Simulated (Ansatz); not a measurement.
Wavefunction ladder for BrCl2FZr, SMILES `[F][Zr]([Cl])([Cl])[Br]`

```xyz
5

F    -0.172   -0.265    1.942
Zr   -0.009    0.014    0.094
Cl   -1.883    1.152   -0.668
Cl    1.895    1.276   -0.317
Br    0.169   -2.177   -1.051
```

Total charge 0; spin multiplicity 1. Correlated methods include outer-core shells of Br, Zr, which these sets cover unevenly. Scalar relativity is left out up to krypton. Zr: def2 effective core potential. All single points use the PBE0-D4/def2-TZVP geometry. Frozen core, restricted reference, the Gaussian-basis code of Ansatz.

```tsv
basis	HF (Eh)	MP2 corr.	CCSD corr.	(T)	CCSD(T) total
def2-SVP	-3637.03291	-0.92227	?	-0.02788	?
def2-TZVPP	?	-1.24301	?	?	?
def2-QZVPP	-3637.88642	-1.67541	–	–	–
```

Question: Fill in the withheld values. (Best estimate.)

Answer: Ansatz gave: def2-SVP CCSD corr.: -0.93763; def2-SVP CCSD(T) total: -3637.99842; def2-TZVPP HF (Eh): -3637.80239; def2-TZVPP CCSD corr.: -1.26575; def2-TZVPP (T): -0.05437; def2-TZVPP CCSD(T) total: -3639.12251.
